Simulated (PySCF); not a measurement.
How exact exchange moves a shielding

Molecule: `[SiH3]C[BH-]1[NH2+][BH2-][NH2+]1`, CH₁₂B₂N₂Si.

Geometry:
```csv
atom,x (Å),y (Å),z (Å)
Si1,2.465,0.009,-0.222
C2,0.819,0.199,-1.097
B3,-0.388,-0.507,-0.305
N4,-0.757,0.228,1.072
B5,-2.205,0.504,0.461
N6,-1.832,-0.192,-0.927
H7,2.389,0.579,1.166
H8,2.847,-1.432,-0.091
H9,3.580,0.724,-0.923
H10,0.630,1.277,-1.258
H11,0.926,-0.256,-2.098
H12,-0.261,-1.708,-0.123
H13,-0.739,-0.369,1.894
H14,-0.210,1.060,1.278
H15,-3.072,-0.112,1.055
H16,-2.423,1.695,0.328
H17,-1.825,0.431,-1.731
H18,-2.385,-1.010,-1.164
```

GIAO shieldings (ppm, equivalent atoms averaged) in PySCF 2.14.0 with density-fitted response routines on the PBE0-D3(BJ)/def2-SVP geometry, basis pcSseg-1, gas phase, non-relativistic:

| functional | exact exchange (%) | σ(Si1) | σ(B3) | σ(B5) | σ(N4/N6) |
| --- | --- | --- | --- | --- | --- |
| BLYP | 0 | 398.7 | 100.0 | 106.5 | 217.4 |
| BP86 | 0 | 407.8 | 103.8 | 110.3 | 223.5 |
| PBE | 0 | 409.6 | 103.9 | 110.2 | 223.1 |
| B3LYP | 20 | 409.3 | 104.5 | 110.8 | 224.3 |
| PBE0 | 25 | 422.1 | 109.1 | 115.1 | 230.8 |
| BHandHLYP | 50 | 425.2 | 110.2 | 116.1 | 231.8 |
| HF | 100 | 453.5 | 119.4 | 124.7 | 241.4 |

**Question.** Fit each shielding as a line in the percentage of exact exchange.

**Answer.** σ(Si1) = 404.8 + 0.47 x (rms 4.4 ppm); σ(B3) = 102.6 + 0.17 x (rms 1.6 ppm); σ(B5) = 109.1 + 0.16 x (rms 1.5 ppm); σ(N4/N6) = 221.9 + 0.20 x (rms 2.5 ppm). The functionals also differ in their semilocal parts, which the line can't hold; Hartree–Fock has no correlation at all.

**Question.** What does the line predict for mPW1PW91 (25 %), and what does the run give?

**Answer.** σ(Si1): 416.6 predicted, 419.6 computed; σ(B3): 106.8 predicted, 108.9 computed; σ(B5): 113.1 predicted, 114.9 computed; σ(N4/N6): 226.9 predicted, 230.0 computed ppm.
